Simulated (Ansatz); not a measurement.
Sn₁₄H₁₈Cl₂, a nanocrystal cut from the lattice of tin (2 of the caps Cl), relaxed as a singlet with RKS r2SCAN-D4/def2-SVP in Ansatz, starting from a model built from a lattice or polyhedron. Force threshold 0.03 eV/Å.

In the def2 sets Sn takes a core potential; there is no spin–orbit coupling. Single mean-field runs in def2-SVP are fitted with def2-universal-jkfit.

Start:

```tsv
atom	x (Å)	y (Å)	z (Å)
Sn1	-3.456	-2.394	-0.123
Sn2	4.182	-0.206	-0.597
Sn3	0.641	-1.820	1.857
Sn4	0.068	-0.788	-2.571
Sn5	-3.410	1.967	-1.490
Sn6	0.674	2.556	0.518
Sn7	-2.856	0.937	2.941
Sn8	2.860	-0.916	-2.964
Sn9	-0.676	-2.586	-0.547
Sn10	-4.169	0.221	0.568
Sn11	3.394	-1.979	1.510
Sn12	3.441	2.433	0.145
Sn13	-0.092	0.779	2.557
Sn14	-0.644	1.812	-1.864
Cl15	6.544	-0.322	-0.900
Cl16	-6.552	0.313	0.913
H17	-3.927	-3.495	1.133
H18	-4.257	-2.855	-1.576
H19	0.191	-2.902	3.121
H20	-0.753	-1.239	-4.022
H21	-4.231	1.515	-2.939
H22	-3.844	3.578	-1.046
H23	0.252	4.157	0.927
H24	-3.298	-0.138	4.229
H25	-3.282	2.563	3.389
H26	3.302	-2.539	-3.395
H27	3.321	0.123	-4.193
H28	-0.252	-4.158	-0.948
H29	3.858	-3.573	1.069
H30	4.219	-1.519	2.933
H31	4.256	2.860	1.590
H32	3.949	3.478	-1.122
H33	0.740	1.229	4.031
H34	-0.194	2.908	-3.133
```

```csv
step,energy (eV),largest force component (eV/Å),SCF passes
1,-107010.6213,0.691,17
2 (rejected),-107010.4707,1.449,20
3,-107010.7495,0.039,19
4,-107010.7507,0.005,20
```

Force components are those of the run's own axes.

End:

Cartesian coordinates in Å:
```
Sn -3.4635 -2.4321 -0.1282
Sn 4.0908 -0.2090 -0.5644
Sn 0.6467 -1.8267 1.8533
Sn 0.0890 -0.7933 -2.5647
Sn -3.4271 1.9873 -1.4983
Sn 0.6825 2.5423 0.5075
Sn -2.8601 0.9458 2.9785
Sn 2.8623 -0.9423 -2.9768
Sn -0.6844 -2.5450 -0.5118
Sn -4.0914 0.2112 0.5681
Sn 3.4273 -1.9885 1.4993
Sn 3.4626 2.4344 0.1311
Sn -0.0883 0.7890 2.5602
Sn -0.6475 1.8219 -1.8578
Cl 6.4671 -0.3282 -0.8947
Cl -6.4679 0.3293 0.8978
H -3.9429 -3.5078 1.1241
H -4.2898 -2.8781 -1.5680
H 0.1619 -2.9017 3.1148
H -0.7371 -1.2339 -4.0157
H -4.2506 1.5506 -2.9427
H -3.8875 3.5893 -1.0780
H 0.2185 4.1482 0.9410
H -3.3417 -0.1162 4.2415
H -3.3133 2.5453 3.4161
H 3.3227 -2.5389 -3.4173
H 3.3435 0.1243 -4.2362
H -0.2260 -4.1528 -0.9442
H 3.8915 -3.5892 1.0784
H 4.2462 -1.5521 2.9464
H 4.2853 2.8833 1.5721
H 3.9451 3.5073 -1.1224
H 0.7408 1.2279 4.0100
H -0.1649 2.8981 -3.1190
```

By distances, no bond broke or formed. The bond that changes most is Sn2–Sn11, from 2.86 to 2.80 Å (atoms count from 1).

No frequencies were taken in this run, so the end may be a saddle point.

Hardware: 2 threads of AMD EPYC 7R13 on a shared host and a share (18 GiB) of an NVIDIA H100 80GB HBM3. Wall time 35 s, peak host memory 1.2 GiB.
